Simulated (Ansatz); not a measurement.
`[SiH3]S[SiH2]S[SiH3]` + CH₃OH → `CO[SiH2]S[SiH3]` + `[SiH3]S`  (ligand exchange at the Si–S bond)

Isolated molecules relaxed with PBE0-D4/def2-TZVP in Ansatz; ΔE leaves out vibrations. CCSD(T)/CBS adds triple-zeta CCSD(T) − MP2 to the extrapolated MP2 energy (def2 sets, frozen cores). This one scheme is used for every species. DFT in def2-TZVPP. B3LYP here is the variant with VWN-RPA as its local correlation; programs differ in this. One conformer a species, not always the lowest.

`[SiH3]S[SiH2]S[SiH3]`:

Cartesian coordinates in Å:
```
Si 0.590 0.581 2.105
S -0.308 1.731 0.532
Si -1.635 0.229 -0.194
S -0.641 -1.600 -0.649
Si 0.876 -0.786 -1.931
H -0.439 -0.261 2.766
H 1.140 1.569 3.063
H 1.683 -0.275 1.587
H -2.262 0.820 -1.400
H -2.655 -0.128 0.819
H 1.332 -1.912 -2.782
H 2.017 -0.261 -1.144
H 0.302 0.295 -2.771
```

CH₃OH:

Cartesian coordinates in Å:
```
C -0.052 0.155 -0.316
O 0.399 -0.827 0.588
H 0.244 -0.169 -1.314
H 0.402 1.136 -0.129
H -1.143 0.265 -0.304
H 0.150 -0.561 1.475
```

`CO[SiH2]S[SiH3]`:

Cartesian coordinates in Å:
```
C -0.405 0.845 -1.869
O -1.520 0.485 -1.084
Si -1.416 -0.326 0.330
S -0.239 0.708 1.786
Si 1.556 -0.429 1.565
H 0.251 1.535 -1.328
H 0.177 -0.035 -2.165
H -0.772 1.341 -2.769
H -0.785 -1.659 0.125
H -2.800 -0.432 0.833
H 2.590 0.266 2.370
H 1.983 -0.481 0.143
H 1.381 -1.817 2.062
```

`[SiH3]S`:

Z-matrix (Å, degrees):
```
Si
S 1 2.137
H 1 1.485 2 111.6
H 1 1.485 2 111.6 3 -122.0
H 1 1.482 2 104.8 3 119.0
H 2 1.344 1 94.7 3 60.9
```

Is it downhill or uphill in electronic energy at CCSD(T)/CBS, and by how much? (An estimate is asked.)

Ansatz gave: Downhill: ΔE = -6.1 kcal/mol.

What do these levels give: r2SCAN-D4, PBE0-D4, ωB97M-V, B2PLYP, r2SCAN, PBE0, B3LYP, MP2/def2-TZVPP, CCSD(T)/def2-TZVPP, HF/CBS(def2), MP2/CBS(def2), CCSD/CBS(def2)? (An estimate is asked.)

Computed: r2SCAN-D4 -6.3, PBE0-D4 -3.7, ωB97M-V -6.6, B2PLYP -8.7, r2SCAN -6.7, PBE0 -5.5, B3LYP -9.9, MP2/def2-TZVPP -5.9, CCSD(T)/def2-TZVPP -7.3, HF/CBS(def2) -12.9, MP2/CBS(def2) -4.6, CCSD/CBS(def2) -7.1 kcal/mol.

Largest T1 diagnostic among the species: 0.012.

In def2-TZVPP, CCSD(T) changes the Hartree–Fock value by +5.1 kcal/mol (the triples alone add +1.0 kcal/mol) and MP2 by +6.6 kcal/mol. The D4 term adds +3.3 kcal/mol with B3LYP and +1.8 kcal/mol with PBE0; it sums over pairs of atoms, weighted by their polarisabilities, and B3LYP, whose exchange is more repulsive, gets the larger term.
